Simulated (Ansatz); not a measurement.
The cluster Ru₃H₃⁺. Total charge 1; singlet. Geometry PBE0-D4/def2-TZVP, basis def2-TZVP, Ansatz.

```xyz
6

Ru    0.4059   -0.0299   -1.3307
Ru    0.4066   -0.7214    1.1184
Ru   -1.2116   -1.1958   -0.3372
H     1.3558    0.2572    0.0724
H    -0.4774    0.5079    1.4337
H    -0.4793    1.1819   -0.9566
```

| run | HOMO (eV) | LUMO (eV) |
| --- | --- | --- |
| A | -10.30 | -8.98 |
| B | -9.93 | -9.47 |
| C | -10.81 | -8.34 |
| D | -9.77 | -9.53 |
| E | -9.85 | -9.65 |

In the def2 sets Ru takes a core potential; there is no spin–orbit coupling. No other spin state of charge 1 was run. Another isomer (quintet) lies 1.39 eV lower at PBE0-D4/def2-TZVP; other spin states weren't run for this one.

**Question.** The runs used BLYP, PBE, PBE0, r2SCAN, r2SCANh. Estimate which is which.

**Answer.** A r2SCANh (10 % exact exchange); B r2SCAN (0 % exact exchange); C PBE0 (25 % exact exchange); D BLYP (0 % exact exchange); E PBE (0 % exact exchange). Exact exchange lowers occupied and raises empty levels; among semilocal functionals meta-GGAs tend to open the gap a little, and such runs are hard to tell apart. The gap grows from 0.19 eV (PBE) to 2.47 eV (PBE0). The restricted singlet is unstable towards broken spin symmetry in Hartree–Fock (as tested in another run); at r2SCANh-D4/def2-TZVP, r2SCAN-D4/def2-TZVP, PBE0-D4/def2-TZVP, BLYP-D4/def2-TZVP and others this wasn't settled.
